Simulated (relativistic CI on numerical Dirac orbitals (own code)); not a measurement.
# Electric-dipole lines of Ce XV

Computed by Dirac-Coulomb-Breit CI, orbitals from a KLI potential per configuration, QED by a radiative potential, unscaled Slater integrals (own radial code, finite nucleus).

Configurations in the expansion (outside the closed core [Ar] 3d10): 4s²4p⁶4d⁸, 4s²4p⁵4d⁹, 4s²4p⁶4d⁷4f, 4s4p⁶4d⁹, 4s²4p⁶4d⁷5s, 4s²4p⁵4d⁸4f, 4s²4p⁶4d⁷5p, 4s²4p⁶4d⁶4f5s, 4s4p⁶4d⁸4f, 4s²4p⁶4d⁷5d, 4s²4p⁶4d⁶5s5p, 4s²4p⁵4d⁸5s, 4s²4p⁶4d⁷6s, 4s²4p⁶4d⁷5f, 4s²4p⁶4d⁷6p, 4s²4p⁶4d⁷6d, 4s²4p⁶4d⁷6f, 4s²4p⁶4d⁷7p, 4s²4p⁵4d⁸5d, 4s²4p⁶4d⁷7f, 4p⁶4d⁹4f, 4p⁶4d⁹5p, 4p⁶4d¹⁰, 4p⁵4d¹⁰4f, 4s²4p⁶4d⁶5s², 4s²4p⁶4d⁵4f5s², 4s²4p⁵4d⁶4f5s², 4s²4p⁶4d⁵5s²5p. Double excitations out of closed p, d and f shells are left out; levels of such configurations are missing from the list, as are those of other unlisted configurations, and high levels can miss mixing partners. These lack a partner that the ground configuration has and come out too high: 4s²4p⁵4d⁸5s, 4s²4p⁵4d⁸5d.

```
λ vac (Å)              Lower                   Upper   A (s⁻¹)  E lower (eV)  E upper (eV)
   82.696  4s²4p⁶4d⁸ ¹G4 [7]  4s²4p⁶4d⁷5p ¹H°5 [354]  4.63e+11         7.381       157.309
   82.735  4s²4p⁶4d⁸ ¹D2 [8]  4s²4p⁶4d⁷4f ³P°2 [360]  8.95e+11         8.584       158.441
   82.757  4s²4p⁶4d⁸ ¹G4 [7]  4s²4p⁶4d⁷5p ¹F°3 [352]  1.42e+12         7.381       157.198
   83.175  4s²4p⁶4d⁸ ¹S0 [9]  4s²4p⁶4d⁷4f ¹P°1 [375]  1.51e+12        16.740       165.804
   83.192  4s²4p⁶4d⁸ ¹G4 [7]  4s²4p⁶4d⁷4f ¹H°5 [346]  2.45e+12         7.381       156.414
   83.343  4s²4p⁶4d⁸ ³F4 [1]  4s²4p⁶4d⁷4f ³G°5 [278]  2.73e+12         0.000       148.764
   83.400  4s²4p⁶4d⁸ ³F3 [3]  4s²4p⁶4d⁷5p ³G°4 [310]  4.26e+11         3.222       151.884
   83.424  4s²4p⁶4d⁸ ¹D2 [2]  4s²4p⁶4d⁷5p ³F°3 [301]  5.77e+11         2.397       151.016
   83.463  4s²4p⁶4d⁸ ³F3 [3]  4s²4p⁶4d⁷4f ³G°4 [308]  1.95e+12         3.222       151.773
   83.534  4s²4p⁶4d⁸ ¹D2 [8]  4s²4p⁶4d⁷5p ³G°3 [350]  5.47e+11         8.584       157.008
   83.593  4s²4p⁶4d⁸ ³P2 [4]  4s²4p⁶4d⁷4f ³D°2 [325]  9.63e+11         5.371       153.689
   83.673  4s²4p⁶4d⁸ ¹D2 [2]  4s²4p⁶4d⁷4f ¹D°2 [296]  1.48e+12         2.397       150.574
   83.725  4s²4p⁶4d⁸ ¹D2 [2]  4s²4p⁶4d⁷4f ¹F°3 [293]  1.88e+12         2.397       150.483
   83.737  4s²4p⁶4d⁸ ³F4 [1]  4s²4p⁶4d⁷5p ⁵G°5 [273]  2.57e+11         0.000       148.063
   83.740  4s²4p⁶4d⁸ ³P2 [4]  4s²4p⁶4d⁷4f ³D°3 [321]  1.78e+12         5.371       153.429
   83.749  4s²4p⁶4d⁸ ¹D2 [8]  4s²4p⁶4d⁷5p ³D°2 [347]  1.04e+12         8.584       156.627
   83.760  4s²4p⁶4d⁸ ³F4 [1]  4s²4p⁶4d⁷5p ⁵F°4 [271]  3.29e+11         0.000       148.023
   83.890  4s²4p⁶4d⁸ ³F3 [3]  4s²4p⁶4d⁷5p ³F°3 [301]  1.16e+12         3.222       151.016
   83.894  4s²4p⁶4d⁸ ³P2 [4]  4s²4p⁶4d⁷5p ³F°2 [319]  8.46e+11         5.371       153.157
   83.896  4s²4p⁶4d⁸ ³P1 [6]  4s²4p⁶4d⁷4f ³P°0 [332]  2.78e+12         6.812       154.596
   83.923  4s²4p⁶4d⁸ ¹D2 [8]  4s²4p⁶4d⁷5p ¹P°1 [345]  1.39e+12         8.584       156.319
   83.942  4s²4p⁶4d⁸ ³P1 [6]  4s²4p⁶4d⁷4f ³D°1 [330]  1.14e+12         6.812       154.515
   83.948  4s²4p⁶4d⁸ ³F3 [3]  4s²4p⁶4d⁷5p ³G°3 [299]  6.59e+11         3.222       150.913
   83.971  4s²4p⁶4d⁸ ¹D2 [2]  4s²4p⁶4d⁷5p ¹D°2 [289]  7.02e+11         2.397       150.049
   84.024  4s²4p⁶4d⁸ ¹D2 [8]  4s²4p⁶4d⁷4f ¹F°3 [343]  9.91e+11         8.584       156.142
   84.073  4s²4p⁶4d⁸ ¹D2 [2]  4s²4p⁶4d⁷5p ³G°3 [288]  3.62e+11         2.397       149.868
   84.102  4s²4p⁶4d⁸ ³P0 [5]  4s²4p⁶4d⁷4f ³P°1 [322]  1.57e+12         6.147       153.568
   84.119  4s²4p⁶4d⁸ ³F3 [3]  4s²4p⁶4d⁷5p ³G°4 [297]  5.62e+11         3.222       150.613
   84.128  4s²4p⁶4d⁸ ³P2 [4]  4s²4p⁶4d⁷5p ³P°2 [316]  4.91e+11         5.371       152.746
   84.177  4s²4p⁶4d⁸ ³F4 [1]  4s²4p⁶4d⁷4f ³F°4 [267]  1.70e+12         0.000       147.289
   84.184  4s²4p⁶4d⁸ ³P2 [4]  4s²4p⁶4d⁷5p ³D°3 [315]  8.47e+11         5.371       152.648
   84.244  4s²4p⁶4d⁸ ³F4 [1]  4s²4p⁶4d⁷4f ³D°3 [266]  1.13e+12         0.000       147.172
   84.330  4s²4p⁶4d⁸ ³F4 [1]  4s²4p⁶4d⁷5p ³H°4 [265]  2.17e+11         0.000       147.023
   84.363  4s²4p⁶4d⁸ ³F3 [3]  4s²4p⁶4d⁷5p ³F°2 [291]  7.36e+11         3.222       150.186
   84.380  4s²4p⁶4d⁸ ¹S0 [9]  4s²4p⁶4d⁷5p ¹P°1 [372]  1.20e+12        16.740       163.675
   84.394  4s²4p⁶4d⁸ ¹D2 [8]  4s²4p⁶4d⁷5p ³G°3 [339]  8.75e+11         8.584       155.495
   84.575  4s²4p⁶4d⁸ ³F3 [3]  4s²4p⁶4d⁷5p ³D°2 [287]  1.38e+12         3.222       149.818
   84.587  4s²4p⁶4d⁸ ¹D2 [2]  4s²4p⁶4d⁷5p ¹D°2 [281]  6.54e+11         2.397       148.973
   84.619  4s²4p⁶4d⁸ ³F4 [1]  4s²4p⁶4d⁷5p ³D°3 [262]  1.63e+12         0.000       146.520
   84.731  4s²4p⁶4d⁸ ³F3 [3]  4s²4p⁶4d⁷5p ³F°3 [285]  4.81e+11         3.222       149.548
   84.759  4s²4p⁶4d⁸ ¹G4 [7]  4s²4p⁶4d⁷5p ¹G°4 [324]  5.41e+11         7.381       153.660
   84.831  4s²4p⁶4d⁸ ³F4 [1]  4s²4p⁶4d⁷5p ³F°4 [261]  8.70e+11         0.000       146.155
   84.865  4s²4p⁶4d⁸ ¹D2 [2]  4s²4p⁶4d⁷4f ¹P°1 [275]  2.28e+12         2.397       148.492
   85.001  4s²4p⁶4d⁸ ¹G4 [7]  4s²4p⁶4d⁷4f ¹G°4 [320]  2.41e+12         7.381       153.243
   85.046  4s²4p⁶4d⁸ ³P2 [4]  4s²4p⁶4d⁷4f ³S°1 [303]  1.50e+12         5.371       151.155
```

Terms are leading LS components. Brackets give the number of a level in order of energy, since labels repeat. The list gives strong lines, with weight on those to low levels, without lines whose two gauges differ by over a factor of 2.5, among the lowest 400 of 6484 levels, so that lines to higher ones, which can be the strongest, are missing. Levels whose partners in the same complex of configurations lie outside the list can be far off, and so can their lines. Rates are taken at the computed energies, electric ones in the length gauge.

At this charge energies of transitions that change n are usually good to better than 1 %, and those within a shell (Δn = 0) to a few per cent. Terms inside the open d or f shell come out 10 to 20 % too wide with unscaled integrals. Levels and lines within the n = 5 or 6 shells can be off by up to 10 % or somewhat more, and those that change n by about 2 %, since core polarisation is missing.

LS names give the leading component of a level, which can be under half, so a name can repeat, a term be missing and a line seem to break the LS rules.
